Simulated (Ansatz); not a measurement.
Geometry optimisation, RHF/def2-TZVP (Ansatz).

Input:

```yaml
crystal:
  periodic: [false, false, false]
  atoms:
    - { symbol: Ge, position_ang: [0.0, 0.0, 0.0] }
    - { symbol: F, position_ang: [0.0, 0.0, 1.68] }
    - { symbol: H, position_ang: [1.4616, 0.0, -0.5162] }
    - { symbol: H, position_ang: [-0.73, 1.2648, -0.5162] }
    - { symbol: H, position_ang: [-0.73, -1.2648, -0.5162] }
basis:
  gaussian: { orbitals: def2-TZVP }
hamiltonian:
  xc: hf
relax:
  f_tol: 0.02
  max_steps: 40
```

Launched with:

```bash
$ ansatz run input.yaml --threads 1 --pin off --max-ram 2048MiB --backend cpu --events-out ev --progress --plain --runs-dir out
```

Q: Where does it end, and by what steps?

A: The forces met the threshold. After 3 steps the energy has fallen by 0.055 eV; Ge1 moved furthest, 0.06 Å.

```json
{"step": "0", "energy less start (eV)": "0.0000", "largest force component (eV/Å)": "2.016", "accepted": "yes"}
{"step": "1", "energy less start (eV)": "-0.0461", "largest force component (eV/Å)": "0.731", "accepted": "yes"}
{"step": "2", "energy less start (eV)": "-0.0544", "largest force component (eV/Å)": "0.138", "accepted": "yes"}
{"step": "3", "energy less start (eV)": "-0.0548", "largest force component (eV/Å)": "0.002", "accepted": "yes"}
```

```xyz
5
Properties=species:S:1:pos:R:3
Ge 0.000 0.000 -0.056
F 0.000 0.000 1.662
H 1.466 0.000 -0.491
H -0.732 1.269 -0.492
H -0.732 -1.269 -0.492
```

Whether the end is a true minimum wasn't checked by a vibrational analysis.

The run took 7 s on 1 thread of Arm Neoverse V1 (shared host), peak memory 0.15 GiB.
